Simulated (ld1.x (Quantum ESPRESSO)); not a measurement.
## Scattering properties, TM potential for Tc

technetium, norm-conserving Troullier–Martins (Kleinman–Bylander form), made with ld1.x (Quantum ESPRESSO) 7.5 (PBEsol, scalar-relativistic). Core [Kr], reference 4d5 5s1.75 5p0 (charge +0.25). Waves: 5s (bound): rc 2.55 bohr; 5p (bound, empty): rc 3.20 bohr; 4d (bound): rc 1.40 bohr. Local part: all-electron potential smoothed inside 1.85 bohr (lloc = -1). Core correction: a·sin(br)/r model core inside 1.05 bohr.

The phase is arctan(r·u′/u) with u = r·R(r), unwrapped; energies in Ry, scanned from -3 to 5 Ry. A pole is an energy at which the radial function vanishes at the test radius. The pseudo phase is shifted by a multiple of π to meet the all-electron one at the reference energy, and phase errors are pseudo minus all-electron; the curves can meet again beyond the range given. Levels narrower than the energy grid can be missing from the lists of poles.

```
channel  radius (bohr)  reference energy (Ry)  poles, all-electron  poles, pseudo  unbroken range about the reference energy with phases within 0.05 rad  phase error 1 Ry above the reference energy (rad)
      s           3.52                  -0.49           0.26, 4.83     0.25, 3.80                                                              below 1.4                                             -0.005
      p           3.52                  -0.19                 1.02    -0.09, 1.11                                                             below -0.1                                             -3.123
      d           3.52                  -0.62          -0.53, 2.52    -0.53, 2.53                                                              below 4.4                                             +0.001
```

Note: ghost states, extra bound levels that the all-electron valence spectrum of the same l lacks: s at -53.1 eV, p at -1.20 eV. A true bound ghost makes a file unfit for plane-wave use.

Phases in the d channel:

```csv
E (Ry),all-electron,pseudo
-3.00,1.403,1.403
-2.76,1.395,1.395
-2.52,1.386,1.386
-2.28,1.376,1.376
-2.04,1.363,1.363
-1.80,1.347,1.347
-1.56,1.326,1.326
-1.32,1.296,1.296
-1.08,1.242,1.242
-0.84,1.080,1.080
-0.60,-1.334,-1.334
-0.36,-1.749,-1.748
-0.12,-1.856,-1.855
0.12,-1.958,-1.957
0.36,-2.111,-2.110
0.60,-2.425,-2.421
0.84,-3.151,-3.141
1.08,-3.955,-3.947
1.32,-4.316,-4.312
1.56,-4.480,-4.477
1.80,-4.572,-4.570
2.04,-4.633,-4.630
2.28,-4.677,-4.675
2.52,-4.713,-4.711
2.76,-4.745,-4.742
3.00,-4.776,-4.772
3.24,-4.808,-4.804
3.48,-4.844,-4.839
3.72,-4.891,-4.883
3.96,-4.957,-4.944
4.20,-5.069,-5.043
4.44,-5.307,-5.241
4.68,-5.988,-5.778
4.92,-7.011,-6.834
```
